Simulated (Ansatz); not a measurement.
Cost and result up the ladder for GeICl₃ (5 atoms). Charge 0, multiplicity 1. Geometry: PBE0-D4/def2-SVP.

```xyz
5

Ge    0.0201   -0.0236    0.0364
I    -1.0203    1.2004   -1.8555
Cl   -1.2362    0.0566    1.7597
Cl    1.9071    0.8381    0.5371
Cl    0.3293   -2.0716   -0.4777
```

Ansatz; hardware A = 2 threads of AMD EPYC 7R13 on a shared host; B = 2 threads of AMD EPYC 7R13 on a shared host and a share (18 GiB) of an NVIDIA H100 80GB HBM3. Times are rough, and most runs start from the orbitals of an earlier one. ωB97X-V/def2-TZVP serves as the yardstick here, not as an exact answer. Differences are given only for rows in sets of like size (and for xTB, whose basis is part of the method), since another set adds its own error. Binding counts from free atoms at the same level (Ge triplet, I doublet, Cl doublet; other spins of the atoms weren't run), without zero-point energy or a counterpoise term.

In the def2 sets I takes a core potential; there is no spin–orbit coupling. Correlated methods freeze 28 core orbitals; core or outer-core shells of Ge, I are correlated, in sets that lack core-valence functions. The rows differ in basis, and correlated rows in double-zeta sets carry the largest basis error.

Correlated methods converge slowly with the basis, most of all in double-zeta sets.

```tsv
level	functions	binding energy per atom (eV)	difference from ωB97X-V/def2-TZVP (eV)
PBE0-D4/def2-SVP [A]	112	2.70	–
CCSD(T)/def2-SVP [B]	112	2.39	–
PBE-D4/def2-SVP [A]	112	2.77	–
r2SCANh-D4/def2-TZVP [A]	209	2.72	0.00
ωB97X-V/def2-TZVP [A]	209	2.71	0.00
PBE-D4/def2-TZVP [A]	209	2.78	0.07
MP2/def2-TZVP [A]	209	2.78	0.07
RPA@PBE/def2-TZVP [A]	209	2.32	-0.40
PBE0-D4/def2-TZVP (with forces) [A]	209	2.72	0.01
r2SCAN-D4/def2-TZVP [A]	209	2.75	0.03
HF/def2-TZVP [A]	209	1.83	-0.88
```

**Question.** Estimate how long each takes.

**Answer.** PBE-D4/def2-SVP [A] 1.8 s; PBE-D4/def2-TZVP [A] 3.4 s; PBE0-D4/def2-SVP [A] 3.4 s; r2SCAN-D4/def2-TZVP [A] 7 s; MP2/def2-TZVP [A] 8 s; HF/def2-TZVP [A] 10 s; RPA@PBE/def2-TZVP [A] 11 s; r2SCANh-D4/def2-TZVP [A] 11 s; PBE0-D4/def2-TZVP (with forces) [A] 12 s; CCSD(T)/def2-SVP [B] 12 s; ωB97X-V/def2-TZVP [A] 16 s. On shared hardware such times vary by a factor of up to 3.
